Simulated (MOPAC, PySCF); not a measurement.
C₄H₃FO, SMILES `Fc1ccoc1`, neutral singlet in the gas phase. 

Z-matrix (Å, degrees):
```
C
F 1 1.3260
C 1 1.3531 2 126.39
O 3 1.3554 1 108.50 2 -180.00
C 4 1.3478 3 107.70 1 0.00
C 5 1.3546 4 111.05 3 0.00
H 3 1.0755 1 133.82 2 0.00
H 5 1.0771 4 116.11 3 -180.00
H 6 1.0773 5 127.80 8 0.00
```
Charge 0, multiplicity 1.

All levels are single points at this geometry (PBE0-D3(BJ)/def2-TZVP); Pople sets use spherical d functions. Orbital energies aren't observables, and empty levels follow the basis.

| level | HOMO (eV) | LUMO (eV) | gap (eV) | dipole (D) | vertical IE, Delta-SCF (eV) |
|---|---|---|---|---|---|
| TPSSh-D3(BJ)/def2-TZVP in PySCF | -6.15 | -0.36 | 5.79 | 1.06 | 8.90 |
| B3LYP/3-21G in PySCF | -6.46 | 0.39 | 6.84 | 0.92 | – |
| PBE/6-31G* in PySCF | -5.33 | -0.36 | 4.97 | 0.83 | 8.75 |
| SVWN5/6-31G* in PySCF | -5.51 | -0.57 | 4.94 | 0.86 | 9.03 |
| HF/3-21G in PySCF | -9.23 | 4.28 | 13.51 | 1.32 | – |
| HF/6-31G* in PySCF | -8.88 | 4.37 | 13.25 | 1.24 | 7.74 |
| PM3 in MOPAC | -9.77 | 0.32 | 10.09 | 1.46 | – |
| PM6 in MOPAC | -9.91 | 0.23 | 10.14 | 1.29 | – |
| PM7 in MOPAC | -9.92 | 0.11 | 10.03 | 1.51 | – |
